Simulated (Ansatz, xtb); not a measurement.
**Two isomers of BF3H3P**

Structure X: `[BH3-][P+](F)(F)F`, a singlet. Structure Y: `F[BH2-][PH+](F)F`, a singlet. Both are isolated molecules in the gas phase, relaxed with B3LYP-D3(BJ)/6-311G**; the shapes shown needn't be the lowest conformers.

X (Å):

```xyz
8

B    -1.5431    0.8608   -0.4649
F     0.6598   -0.8785    0.4247
F    -1.2624   -2.0688   -0.3964
F    -1.3245   -1.0361    1.7752
P    -0.8971   -0.7082    0.2993
H    -1.0591    0.8393   -1.5655
H    -2.7346    0.7032   -0.4246
H    -1.1124    1.7102    0.2694
```

Y (Å):

```yaml
atoms:
  - { symbol: B, position_ang: [-1.6948, -1.1238, -0.0588] }
  - { symbol: F, position_ang: [-2.3042, -1.3445, 1.1667] }
  - { symbol: F, position_ang: [-0.0287, 0.9543, -1.3200] }
  - { symbol: F, position_ang: [0.7453, 0.6378, 0.9827] }
  - { symbol: P, position_ang: [-0.5784, 0.5373, 0.1055] }
  - { symbol: H, position_ang: [-0.9382, -1.9591, -0.4788] }
  - { symbol: H, position_ang: [-2.3928, -0.5982, -0.9122] }
  - { symbol: H, position_ang: [-1.2042, 1.7422, 0.4992] }
```

Energies in hartree; the thermal terms are from B3LYP-D3(BJ)/6-311G** harmonic frequencies (ideal gas, rigid rotor, one conformer each, 400 K, 1 atm) and include the zero-point energy:

|  | X | Y |
| --- | --- | --- |
| E, CCSD(T)/def2-SVP | −665.997407 | −665.997963 |
| E, MP2/def2-SVP | −665.952603 | −665.950496 |
| E, MP2/def2-TZVPP | −666.765413 | −666.749888 |
| zero-point energy | 0.039421 | 0.039836 |
| H(400 K) − E | 0.050725 | 0.051300 |
| G(400 K) − E | −0.002214 | −0.005362 |

**Question.** Correct the CCSD(T) difference for the basis set by the MP2 change, then work out ΔE, ΔE₀, ΔH and ΔG for X → Y in kJ/mol (1 Eh = 2625.50 kJ/mol) and the equilibrium ratio [Y]/[X].

**Answer.** 1. Differences Y − X: CCSD(T) −0.000556, MP2 in the small set +0.002107, MP2 in the large set +0.015525 Eh.
2. ΔE = −0.000556 + (+0.015525 − (+0.002107)) = +0.012862 Eh = +33.77 kJ/mol.
3. ΔE₀ = ΔE + ΔZPE = +0.012862 + (+0.000415) Eh = +34.86 kJ/mol.
4. ΔH = ΔE + (+0.000575) Eh = +35.28 kJ/mol.
5. ΔG = ΔE + (−0.003148) Eh = +25.50 kJ/mol, so ΔS = (ΔH − ΔG)/T = +24.4 J/(mol K).
6. kT = 1.2667 mEh, so K = [Y]/[X] = exp(−ΔG/kT) = exp(−7.67) ≈ 4.7 × 10^−4.

The sums favour X, but ΔE leans on the basis-set step (CCSD(T) alone has the other sign or is under 1 kcal/mol), so the order isn't settled. An error of 4 kJ/mol in ΔG would change K by a factor of 3.3. The basis-set step is large, which makes the value less sure. CCSD(T)/def2-SVP found them nearly level. HF/STO-3G, HF/def2-SVP gave ΔE the other sign. Mirror images and further conformers aren't counted.

As drawn, Y has 1 B–F, 1 P–H in place of 1 F–P, 1 B–H.

Other levels gave ΔE = +20.0 (GFN2-xTB); −62.2 (HF/STO-3G, GFN2-xTB geometries); +26.2 (r2SCAN-D4/def2-SVP, GFN2-xTB geometries); +6.4 (B3LYP-D3(BJ)/6-311G**); −20.5 (HF/def2-SVP); +5.5 (MP2/def2-SVP); −1.5 (CCSD(T)/def2-SVP) kJ/mol. The correlated steps freeze 9 core orbitals. Programs: Ansatz 0.2.0, xtb 6.7.1.
